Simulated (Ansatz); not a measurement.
The cluster Zn₁₀O₁₀: single points at one geometry.

```yaml
crystal:
  periodic: [false, false, false]
  atoms:
    - {symbol: Zn, position_ang: [-0.207211, 0.592806, 3.033795]}
    - {symbol: Zn, position_ang: [1.063515, -2.398121, -0.181039]}
    - {symbol: Zn, position_ang: [-1.101288, -1.887073, -1.870439]}
    - {symbol: Zn, position_ang: [2.255751, 3.407637, 2.480512]}
    - {symbol: Zn, position_ang: [-1.546596, -0.951083, -4.021962]}
    - {symbol: Zn, position_ang: [-0.591358, -1.900756, 1.910698]}
    - {symbol: Zn, position_ang: [1.516308, 0.369378, 0.965512]}
    - {symbol: Zn, position_ang: [0.616808, 2.987268, 0.712417]}
    - {symbol: Zn, position_ang: [-1.046463, 1.863458, -0.986928]}
    - {symbol: Zn, position_ang: [0.941438, 0.091300, -1.983082]}
    - {symbol: O, position_ang: [-1.439951, -2.231250, -0.007877]}
    - {symbol: O, position_ang: [0.890841, -1.784814, -1.936315]}
    - {symbol: O, position_ang: [-1.049371, 3.322308, 0.036211]}
    - {symbol: O, position_ang: [-0.536246, -3.355106, 0.520908]}
    - {symbol: O, position_ang: [-0.594107, 0.719146, -3.124397]}
    - {symbol: O, position_ang: [-1.252055, -0.806054, 3.232781]}
    - {symbol: O, position_ang: [1.116001, 1.366327, -0.597982]}
    - {symbol: O, position_ang: [-1.429590, 0.266319, -1.920252]}
    - {symbol: O, position_ang: [1.336846, -1.409298, 1.397281]}
    - {symbol: O, position_ang: [1.056728, 1.737598, 2.340157]}
basis:
  gaussian: {orbitals: def2-SVP, fitting: {mean_field: def2-universal-jkfit}, initial_orbitals: start.molden}
hamiltonian: {xc: pbe, dispersion: d4}
scf: {omitted_lower_state_checks: [starts]}
output: {forces: true, orbitals: {seedname: orbitals}}
```

The file start.molden holds the orbitals of an earlier run on this structure, at another level or in another basis.

```sh
$ ansatz run in.yaml --threads 2 --pin off --events-out ev --progress --plain --max-ram 20480MiB --backend cuda --devices 0, --max-vram 18GiB
```

Shortened log:

```
Functional definition: PBE
3410 factors; integrals over basis functions are off by at most 8.8e-2 eV
mean field evaluation 1: about -504492.8540 eV, gradient 1.7e1 eV
mean field evaluation 2: about -504493.6927 eV, gradient 7.9e-1 eV
mean field evaluation 4: about -504493.7089 eV, gradient 1.2e-1 eV
mean field -504493.70889041 eV, -18539.8018436047 hartree, gradient 2.9e-5 eV, S^2 0.000000; 0 other end points of the search recorded, 0 dependent functions left out
reference -504493.70897432 eV, -18539.8018466885 hartree; 190, 190 occupied and 260, 260 virtual orbitals, 3410 factors
Total energy: -504495.17720602 eV, -18539.8558032083 hartree
Atom 0 at    -0.207211     0.592806     3.033795 Å, force    -0.025271     0.090980     0.081198 eV/Å
Atom 1 at     1.063515    -2.398121    -0.181039 Å, force     0.253722    -0.121080    -0.050597 eV/Å
Atom 2 at    -1.101288    -1.887073    -1.870439 Å, force    -0.122979    -0.082949    -0.047970 eV/Å
Atom 3 at     2.255751     3.407637     2.480512 Å, force     0.233029     0.229379     0.112233 eV/Å
Atom 4 at    -1.546596    -0.951083    -4.021962 Å, force    -0.089669    -0.122753    -0.289847 eV/Å
Atom 5 at    -0.591358    -1.900756     1.910698 Å, force     0.025891    -0.038749     0.079566 eV/Å
Atom 6 at     1.516308     0.369378     0.965512 Å, force     0.155549    -0.048545    -0.034998 eV/Å
Atom 7 at     0.616808     2.987268     0.712417 Å, force     0.142756     0.127963     0.000847 eV/Å
Atom 8 at    -1.046463     1.863458    -0.986928 Å, force    -0.086678    -0.095543    -0.053031 eV/Å
Atom 9 at     0.941438     0.091300    -1.983082 Å, force     0.233604     0.054187    -0.118842 eV/Å
Atom 10 at    -1.439951    -2.231250    -0.007877 Å, force    -0.316187    -0.027379     0.038976 eV/Å
Atom 11 at     0.890841    -1.784814    -1.936315 Å, force     0.211823    -0.267979    -0.388550 eV/Å
Atom 12 at    -1.049371     3.322308     0.036211 Å, force    -0.339674     0.431215     0.097603 eV/Å
Atom 13 at    -0.536246    -3.355106     0.520908 Å, force    -0.130119    -0.369995     0.057982 eV/Å
Atom 14 at    -0.594107     0.719146    -3.124397 Å, force    -0.003349     0.224835    -0.230415 eV/Å
Atom 15 at    -1.252055    -0.806054     3.232781 Å, force    -0.417670    -0.157549     0.307745 eV/Å
Atom 16 at     1.116001     1.366327    -0.597982 Å, force     0.182623     0.248257    -0.107882 eV/Å
Atom 17 at    -1.429590     0.266319    -1.920252 Å, force    -0.287021    -0.066892     0.026094 eV/Å
Atom 18 at     1.336846    -1.409298     1.397281 Å, force     0.262658    -0.167716     0.320426 eV/Å
Atom 19 at     1.056728     1.737598     2.340157 Å, force     0.116963     0.160311     0.199463 eV/Å
Dipole moment:     0.903565     0.081897    -0.449928 e Å
Checks for a lower state left out: starts
```

Hardware: 2 threads of AMD EPYC 7R13 on a shared host and a share (18 GiB) of an NVIDIA H100 80GB HBM3. Wall time 4 s, peak host memory 1 GiB.

Geometry: r2SCAN-D4/def2-SVP.

Single mean-field runs in def2-SVP are fitted with def2-universal-jkfit. The structure holds 2 bonds between oxygen atoms, so isomers without such links may lie far lower. The restricted singlet is unstable towards broken spin symmetry in Hartree–Fock (as tested in another run); at PBE-D4/def2-SVP this wasn't settled. Another isomer (singlet) lies 6.05 eV lower at PBE0-D4/def2-TZVP; other spin states weren't run for this one.
